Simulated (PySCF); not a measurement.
Job file and geometry (Å, from PBE0-D3(BJ)/def2-SVP) of an NMR shielding run on SMILES C[O+](C)[GaH2-][CH2]Cl, C$_{3}$H$_{10}$ClGaO, PySCF 2.14.0, density-fitted response routines, GIAO PBE0/pcSseg-1 NMR shielding, non-relativistic, gas phase; density fitting, a coarse starting grid and PySCF grid level 2 are the driver's defaults:

```
{"job": {"kind": "nmr", "xc": "PBE0", "basis": "pcSseg-1"}, "charge": 0, "multiplicity": 1}
C     -0.954130     1.355624     0.131649
O     -0.807220    -0.041893     0.047789
C     -2.015472    -0.766282     0.095630
Ga     1.062332    -1.126840    -0.129358
C      2.349607     0.400752    -0.136875
Cl     3.952731    -0.424743    -0.293484
H     -1.432473     1.641019     1.084419
H     -1.562386     1.734509    -0.707660
H      0.046027     1.802445     0.082369
H     -2.542773    -0.580310     1.046830
H     -2.669477    -0.486784    -0.747861
H     -1.766230    -1.832384     0.022510
H      0.934286    -1.945043     1.211227
H      0.753794    -1.806077    -1.517266
H      2.392033     0.992296     0.788680
H      2.264963     1.085320    -0.992822
```

Task: Write the output of this run.

Result: 
```
coarse grid: 59176 points
cycle   1  E = -2579.6155221460  dE = -2.742e-01  |g| = 1.001e+00  |ddm| = 3.401e+00
cycle   2  E = -2579.5635637178  dE =  5.196e-02  |g| = 1.171e+00  |ddm| = 1.030e+00
cycle   3  E = -2579.7021364597  dE = -1.386e-01  |g| = 1.255e-01  |ddm| = 6.395e-01
cycle   4  E = -2579.7042515497  dE = -2.115e-03  |g| = 6.173e-02  |ddm| = 1.053e-01
cycle   5  E = -2579.7048076372  dE = -5.561e-04  |g| = 7.959e-03  |ddm| = 4.019e-02
cycle   6  E = -2579.7048186127  dE = -1.098e-05  |g| = 1.610e-03  |ddm| = 8.251e-03
cycle   7  E = -2579.7048191125  dE = -4.997e-07  |g| = 3.572e-04  |ddm| = 1.962e-03
final grid: 123592 points
cycle   8  E = -2579.7048349475  dE = -7.073e-08  |g| = 2.827e-04  |ddm| = 1.498e-03
cycle   9  E = -2579.7048349511  dE = -3.571e-09  |g| = 2.579e-04  |ddm| = 5.527e-04
cycle  10  E = -2579.7048349653  dE = -1.420e-08  |g| = 1.083e-05  |ddm| = 2.596e-04
cycle  11  E = -2579.7048349653  dE = -8.185e-12  |g| = 7.289e-06  |ddm| = 1.437e-05
converged SCF energy = -2579.7048349653

GIAO shielding tensors (ppm)
atom      isotropic    diamagn.    paramagn.     s11        s22        s33       span
  0 C      123.821     246.855    -123.034     93.624     95.238    182.600     88.976
  1 O      341.306     402.849     -61.543    295.192    351.762    376.966     81.774
  2 C      123.012     244.429    -121.417     92.884     93.313    182.838     89.954
  3 Ga    1456.194    2638.419   -1182.225   1378.533   1447.572   1542.478    163.946
  4 C      155.187     252.294     -97.107    129.244    135.787    200.529     71.286
  5 Cl     990.929    1144.594    -153.665    851.606   1002.631   1118.550    266.945
  6 H       28.226      29.960      -1.734     24.984     25.097     34.596      9.613
  7 H       28.226      29.944      -1.719     24.992     25.083     34.602      9.609
  8 H       27.890      31.878      -3.987     21.866     29.432     32.374     10.509
  9 H       28.178      28.683      -0.505     24.533     25.190     34.810     10.277
 10 H       28.177      28.674      -0.496     24.527     25.189     34.816     10.289
 11 H       27.486      29.282      -1.796     22.602     26.363     33.494     10.892
 12 H       26.866      29.416      -2.550     20.264     23.629     36.704     16.440
 13 H       26.867      29.412      -2.546     20.266     23.636     36.698     16.433
 14 H       28.584      30.899      -2.315     22.529     28.614     34.610     12.081
 15 H       28.589      30.909      -2.320     22.541     28.627     34.597     12.056
```

Task: Turn these shieldings into chemical shifts. δ = σ(ref) − σ, references computed at the same level: TMS for $^{13}$C (184.41 ppm), $^{1}$H (31.27 ppm); H2O for $^{17}$O (334.56 ppm); $^{71}$Ga (1710.18 ppm) against GaH4-; $^{35}$Cl (943.27 ppm) against HCl.

Result: Averaging equivalent atoms: C 0/2: 61.0; C 4: 29.2; O 1: -6.7; Ga 3: 254; Cl 5: -48; H 12/13: 4.40; H 6/7/8/9/10/11: 3.24; H 14/15: 2.68 ppm. Experimental scales use liquid or dissolved standards, which lie at an offset from isolated H2O (liquid H2O: subtract about 36 ppm).

Relativistic effects, spin–orbit coupling among them, are left out; they matter for Ga and for the light atoms bonded to it.

Size and cost of the density-fitted run: 183 basis functions, 24 s wall time on 1 thread of an x86-64 server CPU, shared host.
